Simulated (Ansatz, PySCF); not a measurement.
This triplet is an excited state, 0.48 eV above the relaxed singlet at the level frozen-core CCSD(T)/cc-pVTZ // PBE0-D3(BJ)/def2-TZVP (Ansatz, a program for electronic structure).

Z-matrix (Å, degrees):
```
Si
O 1 1.6429
H 2 0.9591 1 119.47
B 1 1.9268 2 119.15 3 179.87
H 4 1.1913 1 118.34 2 179.95
H 4 1.1957 5 125.21 1 179.99
```
Charge 0, spin multiplicity 3.

Question: Estimate the highest occupied spin orbital, dipole moment and total energy that PBE0-D3(BJ)/def2-TZVP (PySCF) returns for this input.

Answer: 
- highest occupied spin orbital: -5.92 eV
- dipole moment: 2.78 D
- total energy: -391.1198 Ha
